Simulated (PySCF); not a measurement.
## How methods differ on the excitation energy of Cl²⁺

Cl²⁺ [Ne] 3s2 3p3 (4S) → Cl²⁺ [Ne] 3s1 3p4, s spin flipped, as a difference of total energies. All numbers are calculated (PySCF 2.14, no relativity, point nucleus, in aug-cc-pV(Q+d)Z with one added diffuse shell each of s, p, d, f, g type (8s7p6d4f3g, 114 functions)). Correlated levels: valence: [Ne] frozen. The calculations carry no spin-orbit coupling.

```csv
method,excitation energy (eV)
UHF,20.036
LDA,15.223
PBE,15.471
PBE0,16.556
r2SCAN,16.668
r2SCANh,16.946
M06-L,16.854
B3LYP,16.096
MP2 (valence),17.776
SCS-MP2 (valence),17.342
```

Q: How much does correlation contribute at MP2 (valence)?

A: 17.776 − (20.036) = -2.260 eV, measured against UHF.

The upper determinant mixes two multiplicities, so it lies between the two terms.
